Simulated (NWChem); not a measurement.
System meant: HfNH₂Cl₃; SMILES [Cl][Hf]([NH2])([Cl])[Cl]

The following NWChem deck was run.

```
start job
memory heap 200 mb stack 900 mb global 1100 mb
geometry units angstroms noautoz
  Hf    -0.129298     0.059138     0.000000
  Cl     2.222673     0.148859     0.000000
  Cl    -0.893341    -0.935629     1.984288
  Cl    -0.893341    -0.935629    -1.984288
  N     -0.828454     1.927014     0.000000
  H     -1.016711     2.489584     0.828532
  H     -1.016711     2.489584    -0.828532
end
basis spherical
  * library def2-svp
end
ecp
  Hf library def2-ecp
end
dft
  odft
  mult 2
  xc pbe0
  iterations 150
  mulliken
end
task dft energy
```

End of the output:

```
                                 NWChem DFT Module
                                 -----------------

 Summary of "ao basis" -> "ao basis" (spherical)
 ------------------------------------------------------------------------------
       Tag                 Description            Shells   Functions and Types
 ---------------- ------------------------------  ------  ---------------------
 Hf                         def2-svp                12       32   6s3p2d1f
 Cl                         def2-svp                 8       18   4s3p1d
 N                          def2-svp                 6       14   3s2p1d
 H                          def2-svp                 3        5   2s1p

 Summary of "ao basis" -> "ao basis" (spherical)
 ------------------------------------------------------------------------------
       Tag                 Description            Shells   Functions and Types
 ---------------- ------------------------------  ------  ---------------------
 Hf                         def2-svp                12       32   6s3p2d1f
 Cl                         def2-svp                 8       18   4s3p1d
 N                          def2-svp                 6       14   3s2p1d
 H                          def2-svp                 3        5   2s1p

      Symmetry analysis of basis
      --------------------------

        a'         68
        a"         42

  number of electrons :                   72
  multiplicity        :                    2
 ------------------------------------------------------------------------
  no. of electrons and multiplicity not compatible                  72
 ------------------------------------------------------------------------
 ------------------------------------------------------------------------
  current input line :
    25: task dft energy
 ------------------------------------------------------------------------
 ------------------------------------------------------------------------
 There is an error in the input file
 ------------------------------------------------------------------------
 For more information see the NWChem manual at https://nwchemgit.github.io

0: no. of electrons and multiplicity not compatible:Received an Error in Communication
```

Problem. What is wrong, and how is it mended?

Solution. The input was rejected before any calculation. Cause: the multiplicity doesn't fit the number of electrons (an even count wants an odd multiplicity, and the reverse). This input runs:
```
start job
memory heap 200 mb stack 900 mb global 1100 mb
geometry units angstroms noautoz
  Hf    -0.129298     0.059138     0.000000
  Cl     2.222673     0.148859     0.000000
  Cl    -0.893341    -0.935629     1.984288
  Cl    -0.893341    -0.935629    -1.984288
  N     -0.828454     1.927014     0.000000
  H     -1.016711     2.489584     0.828532
  H     -1.016711     2.489584    -0.828532
end
basis spherical
  Hf library def2-svp
  Cl library def2-svp
  N library def2-svp
  H library def2-svp
end
ecp
  Hf library def2-ecp
end
dft
  xc pbe0
  iterations 150
  mulliken
end
task dft energy
```
It converges to -1483.85911 Ha (PBE0/def2-SVP with def2 effective core potentials on Hf).
